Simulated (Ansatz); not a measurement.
Spectroscopic constants of HSn+, closed-shell singlet (lowest of 2S+1 = 1, 3 at CCSD(T)/def2-TZVPP on PBE0 minima; our sources give no spin for the ground state, which may be another). No spin–orbit coupling.

Seven points along R, fitted to fifth degree in 1/R; most abundant isotopes. Runs in def2 and cc sets follow the lowest solution found near the PBE0 minimum. The singlet is held restricted.

Correlated levels freeze the inner cores; with def2 sets outer-core shells near the valence are correlated too.

Run with Ansatz (a program for electronic structure) with Gaussian orbitals.  In def2 rows elements past Kr take small-core potentials, without spin–orbit coupling.

Energies at CCSD/def2-QZVPP:

```csv
R (Å),E (hartree)
1.637606,-214.11569134
1.681627,-214.11782031
1.722127,-214.11874093
1.767910,-214.11877034
1.813692,-214.11790028
1.866518,-214.11598128
1.928148,-214.11275948
```

**Question.** With a reduced mass of 0.9994 u, find the minimum, the force constant and the constants.

**Answer.** A fifth-degree polynomial in 1/R puts the minimum at r_e = 1.7460 Å with force constant 204 N/m. Then ω_e = (1/2πc)√(k/μ) = 1861 cm⁻¹ and B_e = h/(8π²cμr_e²) = 5.533 cm⁻¹; the cubic and quartic terms give α_e = 0.13 and ω_e x_e = 29 cm⁻¹.
